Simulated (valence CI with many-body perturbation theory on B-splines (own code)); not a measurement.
# In28+: calculated level list

Level of theory: valence CI with perturbative core correlation (CI+MBPT): three valence electrons over a frozen Dirac-Fock core [Ar], radial functions for each j: 9 s, 9 p, 10 d, 8 f, 5 g, 3 h, 1 i, with the one-electron correlation potential Σ1 (screened to all orders), the two-electron term Σ2, the three-electron term Σ3, Breit, model QED; selected single and double excitations, second order for the rest (own B-spline code, finite nucleus).

The last digits are not significant, and no measured levels were compared; by estimate large intervals hold to a few tenths of a per cent, small ones and those within an open d or f shell to about a per cent. Only levels of the ground parity were solved; by the run's estimate the other parity begins above the list, which can be wrong where configurations are misplaced.

Levels 1 to 19 of 19, with energies above the lowest level, 3d3 4F_3/2. "Leading %" is the weight of the configuration and term that name the level; weights of strongly mixed levels are sums over their largest components and can fall short. In the jj column 3d3/2^4 stands for four electrons in 3d with j = 3/2.

| No. | Configuration | Term | J | E (eV) | Leading % | Leading jj | Second component |
| --- | --- | --- | --- | --- | --- | --- | --- |
| 1 | 3d3 | 4F | 3/2 | 0.000 | 75 | 3d3/2^3 (81 %) | 20 % 3d3 2D |
| 2 | 3d3 | 4F | 5/2 | 5.933 | 93 | 3d3/2^2 3d5/2 (93 %) | 7 % 3d3 2D |
| 3 | 3d3 | 4F | 7/2 | 9.815 | 76 | 3d3/2^2 3d5/2 (66 %) | 20 % 3d3 2G |
| 4 | 3d3 | 4P | 3/2 | 11.308 | 45 | 3d3/2^2 3d5/2 (85 %) | 33 % 3d3 2P |
| 5 | 3d3 | 4F | 9/2 | 11.752 | 43 | 3d3/2^2 3d5/2 (78 %) | 39 % 3d3 2G |
| 6 | 3d3 | 4P | 1/2 | 13.269 | 69 | 3d3/2^2 3d5/2 (97 %) | 31 % 3d3 2P |
| 7 | 3d3 | 2G | 7/2 | 18.461 | 74 | 3d3/2 3d5/2^2 (76 %) | 23 % 3d3 4F |
| 8 | 3d3 | 2H | 9/2 | 19.431 | 54 | 3d3/2 3d5/2^2 (65 %) | 43 % 3d3 4F |
| 9 | 3d3 | 4P | 5/2 | 19.776 | 85 | 3d3/2 3d5/2^2 (55 %) | 11 % 3d3 2D |
| 10 | 3d3 | 2D | 3/2 | 22.433 | 45 | 3d3/2 3d5/2^2 (96 %) | 41 % 3d3 4P |
| 11 | 3d3 | 2P | 1/2 | 23.763 | 69 | 3d3/2 3d5/2^2 (97 %) | 31 % 3d3 4P |
| 12 | 3d3 | 2H | 11/2 | 25.221 | 100 | 3d3/2 3d5/2^2 (100 %) |  |
| 13 | 3d3 | 2D | 5/2 | 27.139 | 90 | 3d3/2 3d5/2^2 (68 %) | 5 % 3d3 4F |
| 14 | 3d3 | 2G | 9/2 | 30.208 | 58 | 3d5/2^3 (84 %) | 28 % 3d3 2H |
| 15 | 3d3 | 2F | 5/2 | 30.395 | 80 | 3d3/2 3d5/2^2 (59 %) | 14 % 3d3 2D |
| 16 | 3d3 | 2F | 7/2 | 31.282 | 93 | 3d3/2 3d5/2^2 (90 %) | 6 % 3d3 2G |
| 17 | 3d3 | 2P | 3/2 | 32.926 | 58 | 3d5/2^3 (78 %) | 28 % 3d3 2D |
| 18 | 3d3 | 2D | 3/2 | 45.042 | 98 | 3d3/2 3d5/2^2 (77 %) |  |
| 19 | 3d3 | 2D | 5/2 | 46.295 | 79 | 3d5/2^3 (73 %) | 16 % 3d3 2F |

Names give the largest LS component (configuration and term), which can be under half, so a name can repeat, a term be missing and a line seem to break the LS rules; names also repeat where a configuration has a term twice.

The ionisation energy to 3d2 3F_2 of the next ion comes out as 1576 eV (NIST: 1575 ± 4 eV (theoretical)). All 19 levels together are meant to be complete up to 48.145 eV.
